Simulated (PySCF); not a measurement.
## N²⁺: excitation energy

N²⁺ [He] 2s2 2p1 (2P) → N²⁺ [He] 2s2 3d1 (2D), as a difference of total energies. Computed with PySCF 2.14 in aug-cc-pVQZ-DK (6s5p4d3f2g, 80 functions), with scalar relativity by spin-free X2C-1e. Correlated levels: valence: 1s2 frozen. The calculations carry no spin-orbit coupling.

```csv
method,excitation energy (cm⁻¹)
UHF,268360
LDA,263370
PBE,262610
PBE0,264860
r2SCAN,268060
r2SCANh,268410
B3LYP,265460
TPSS,265710
PW91,263540
MP2 (valence),263760
SCS-MP2 (valence),262950
```

A first-order spin-orbit estimate (lowest level to lowest level, LS coupling) adds 0.014 eV.

The promoted electron is Rydberg-like, and one or two diffuse shells describe it only roughly, which tends to raise the upper state.
